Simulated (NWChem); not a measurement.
Program: NWChem. System: C$_{2}$H$_{8}$O$_{2}$Si, charge 0, spin multiplicity 1, at a geometry optimised with PBE/def2-SVP. The structure started from a generated list of species. Level: MP2/def2-SVP, 9 core orbitals frozen.

NWChem printed:

```
             Northwest Computational Chemistry Package (NWChem) 7.3.0
             --------------------------------------------------------

                                NWChem Input Module
                                -------------------

 Scaling coordinates for geometry "geometry" by  1.889725989
 (inverse scale =  0.529177249)

                             Geometry "geometry" -> ""
                             -------------------------

 Output coordinates in angstroms (scale by  1.889725989 to convert to a.u.)

  No.       Tag          Charge          X              Y              Z
 ---- ---------------- ---------- -------------- -------------- --------------
    1 C                    6.0000     2.09147300    -0.35440800     0.43570100
    2 C                    6.0000     0.83830000     0.18681500    -0.24007300
    3 O                    8.0000     0.50286100     1.52744700     0.20748200
    4 Si                  14.0000    -0.78776100    -0.81669100    -0.03442200
    5 O                    8.0000    -1.99234000     0.25162100    -0.52481600
    6 H                    1.0000     1.93198400    -0.51317100     1.52455900
    7 H                    1.0000     2.38629400    -1.33292700     0.00265700
    8 H                    1.0000     2.94324200     0.34711300     0.31300000
    9 H                    1.0000     1.02992700     0.30252800    -1.32989700
   10 H                    1.0000     0.48291200     1.50051400     1.18450600
   11 H                    1.0000    -0.87262700    -2.06637000    -0.86422800
   12 H                    1.0000    -0.90923700    -1.18648100     1.42841700
   13 H                    1.0000    -1.62664300     1.15547800    -0.41220200

 Effective nuclear repulsion energy (a.u.)     246.5183007224

            Nuclear Dipole moment (a.u.)
            ----------------------------
        X                 Y               Z
 ---------------- ---------------- ----------------
     0.0000075589    -0.0000075589     0.0000000000


 Summary of "ao basis" -> "" (spherical)
 ------------------------------------------------------------------------------
       Tag                 Description            Shells   Functions and Types
 ---------------- ------------------------------  ------  ---------------------
 *                          def2-svp                  on all atoms

 Summary of "ao basis" -> "ao basis" (spherical)
 ------------------------------------------------------------------------------
[...]
    5 O    8     8.58   1.99  1.05  0.71  2.84  1.98  0.01
    6 H    1     0.97   0.75  0.19  0.02
    7 H    1     0.95   0.75  0.18  0.02
    8 H    1     0.94   0.74  0.18  0.02
    9 H    1     0.93   0.75  0.16  0.02
   10 H    1     0.79   0.67  0.05  0.07
   11 H    1     1.16   0.74  0.40  0.01
   12 H    1     1.18   0.75  0.43  0.01
   13 H    1     0.77   0.64  0.06  0.07

       Multipole analysis of the density wrt the origin
       ------------------------------------------------

     L   x y z        total         open         nuclear
     -   - - -        -----         ----         -------
     0   0 0 0      0.000000      0.000000     50.000000

     1   1 0 0      0.903647      0.000000      0.000008
     1   0 1 0     -0.201633      0.000000     -0.000008
     1   0 0 1      0.509031      0.000000      0.000000

     2   2 0 0    -32.891816      0.000000    344.772079
     2   1 1 0     -1.467494      0.000000     23.288773
     2   1 0 1     -0.941118      0.000000     60.852440
     2   0 2 0    -30.319011      0.000000    146.372251
     2   0 1 1      1.523391      0.000000      3.533212
     2   0 0 2    -28.266172      0.000000     44.996724

                   NWChem MP2 Semi-direct Energy/Gradient Module
                   ---------------------------------------------

  Basis functions       =    114
  Molecular orbitals    =    114
  Frozen core           =      9
  Frozen virtuals       =      0
  Active alpha occupied =     16
  Active beta occupied  =     16
  Active alpha virtual  =     89
  Active beta virtual   =     89
  Use MO symmetry       = F
  Use skeleton AO sym   = F

  AO/Fock/Back tols     =   1.0D-09  1.0D-09  1.0D-09

 GA uses MA = F    GA memory limited = T

 Available:
  local mem=  1.15D+08
 global mem=  1.31D+08
 local disk=  0.00D+00
  mp2_memr nvloc                    89
  nvloc new                    89
   1 passes of  16:        3145728                      62823                  30049897.
   1 passes of  16: M    114683558           G      131046008           F     111537830.

 Semi-direct pass number   1 of   1  for RHF alpha+beta  at        5.8s
  vrange nnbf                  6202
  mp2_eaftype                   114  avail_ma_in_mb                   999
 EAF : mp2_eaftype filesize         114   15024948.
  mp2_eaf for mointskh                    114
Node 0 wrote     70.7 Mb in      0.0 s     Agg I/O rate:  2177.3 Mb/s
 Done moints_semi at       11.3s
  mp2_eaftype                   114  avail_ma_in_mb                   885
 EAF : mp2_eaftype filesize         114   15024948.
  mp2_eaf for kh                   114
 Done maket at       11.8s
 Done multipass loop at       11.8s

          -------------------------------------------
          SCF energy                -518.807988411673
          Correlation energy          -0.765351693895
          Singlet pairs               -0.491289344531
          Triplet pairs               -0.274062349364
          Total MP2 energy          -519.573340105568
          -------------------------------------------

          ---------------------------------------------------
                    Spin Component Scaled (SCS) MP2
          Same spin pairs                     -0.182708232909
          Same spin scaling factor             0.333333333333
          Opposite spin pairs                 -0.582643460986
          Opposite spin scaling fact.          1.200000000000
          SCS-MP2 correlation energy          -0.760074897486
          Total SCS-MP2 energy              -519.568063309159
          ---------------------------------------------------

 -----------------------
 Performance information
 -----------------------

 Timer overhead =  2.29D-07 seconds/call

               Nr. of calls         CPU time (s)                 Wall time (s)                GFlops
             ---------------    -------------------     ------------------------------   -------------------
Name         Min   Avg   Max    Min     Avg     Max     Min     Avg     Max   Mx/calls   Min     Max     Sum
mp2: moin     1     1     1    5.5     5.5     5.5      5.5     5.5     5.5     5.5      0.0     0.0     0.0
mp2: make     1     1     1   0.48    0.48    0.48     0.48    0.48    0.48    0.48      0.0     0.0     0.0
mp2: tota     1     1     1    6.0     6.0     6.0      6.0     6.0     6.0     6.0      0.0     0.0     0.0

 The average no. of pstat calls per process was 3.00D+00
 with a timing overhead of 6.87D-07s

 Task  times  cpu:       11.8s     wall:       11.8s

 Total times  cpu:       11.8s     wall:       11.8s
```

Problem. Write an NWChem input that would produce this output.

Solution. Several could match; the one computed here: 
```
start mol
memory heap 200 mb stack 800 mb global 1000 mb
geometry units angstroms nocenter noautoz noautosym
  C      2.091473    -0.354408     0.435701
  C      0.838300     0.186815    -0.240073
  O      0.502861     1.527447     0.207482
  Si    -0.787761    -0.816691    -0.034422
  O     -1.992340     0.251621    -0.524816
  H      1.931984    -0.513171     1.524559
  H      2.386294    -1.332927     0.002657
  H      2.943242     0.347113     0.313000
  H      1.029927     0.302528    -1.329897
  H      0.482912     1.500514     1.184506
  H     -0.872627    -2.066370    -0.864228
  H     -0.909237    -1.186481     1.428417
  H     -1.626643     1.155478    -0.412202
end
basis spherical
  * library def2-svp
end
scf
  rhf
  nopen 0
  maxiter 100
  thresh 1e-7
  semidirect memsize 60000000 filesize 0
end
mp2
  freeze core 9
end
task mp2 energy
```
